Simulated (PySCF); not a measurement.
**TDDFT excited states: CH5NZn**

ZnMe(NH2), CH5NZn (singlet state).
SMILES: `[CH3][Zn][NH2]`

Theory: PySCF 2.14.0, density-fitted response routines, TDDFT PBE0/def2-SVPD, vertical, gas phase, core orbitals frozen in the response. Geometry: PBE0-D3(BJ)/def2-SVP; no solvent, vibrations or thermal averaging.

| state | E (eV) | E (kJ/mol) | λ (nm) | f | main configurations (H = HOMO, L = LUMO) |
| --- | --- | --- | --- | --- | --- |
| S1 | 5.30 | 511 | 234.1 | 0.071 | H→L (93%) |
| S2 | 5.42 | 523 | 228.8 | 0.0019 | H→L+1 (99%) |
| S3 | 6.24 | 602 | 198.6 | 0.027 | H→L+2 (92%) |
| S4 | 6.73 | 650 | 184.2 | 0.019 | H→L+3 (94%) |
| S5 | 6.94 | 670 | 178.6 | 0.050 | H-1→L+1 (94%) |
| S6 | 7.02 | 677 | 176.7 | 0.251 | H-1→L (86%) |
| S7 | 7.43 | 717 | 167.0 | 0.116 | H-1→L+2 (92%) |
| S8 | 8.03 | 775 | 154.4 | 0.0022 | H→L+4 (81%), H→L+7 (17%) |
| S9 | 8.16 | 788 | 151.9 | 0.012 | H-1→L+3 (92%) |
| S10 | 8.44 | 815 | 146.9 | 0.0039 | H→L+5 (77%), H-2→L (12%) |
| S11 | 8.60 | 830 | 144.2 | 0.056 | H-2→L (79%), H→L+5 (11%) |
| S12 | 8.86 | 855 | 140.0 | 0.079 | H-2→L+1 (95%) |
| S13 | 8.89 | 858 | 139.4 | 0.045 | H→L+6 (95%) |
| S14 | 9.13 | 881 | 135.7 | 0.0017 | H→L+7 (78%), H→L+4 (16%) |
| S15 | 9.18 | 886 | 135.0 | 0.122 | H→L+8 (60%), H-2→L+2 (26%) |

Triplets, Tamm–Dancoff:

```
state  E (eV)  λ (nm)  main configurations (H = HOMO, L = LUMO)
   T1    4.76   260.4                                 H→L (93%)
   T2    5.34   232.4                               H→L+1 (99%)
   T3    5.48   226.4                               H→L+2 (94%)
   T4    6.16   201.1                               H-1→L (90%)
```

The lowest singlet lies at 5.30 eV (234 nm, ultraviolet) and is of moderate strength; its leading configuration is HOMO→LUMO (93%). The strongest level in the table is S6 at 7.02 eV (177 nm, f = 0.251). For S1 the Löwdin share of zinc is 8% in HOMO and 57% in LUMO (ligand-to-metal charge transfer by this measure); for S6 the Löwdin share of zinc is 20% in HOMO-1 and 57% in LUMO. The oscillator strengths of these states sum to 0.857; summed over the whole spectrum of an exact calculation they would give the number of electrons, 48 (Thomas–Reiche–Kuhn). The listed states span 3.89 eV, and the widest gap between neighbours is 0.82 eV (S2 to S3). Orbital energies (eV): HOMO-3 -10.64, HOMO-2 -9.97, HOMO-1 -8.08, HOMO -6.67, LUMO -0.08, LUMO+1 0.15, LUMO+2 0.56. The window holds the lowest 15 singlets.

Time: 9.6 s of wall time. Hardware: Arm Neoverse V1, one thread (shared host).
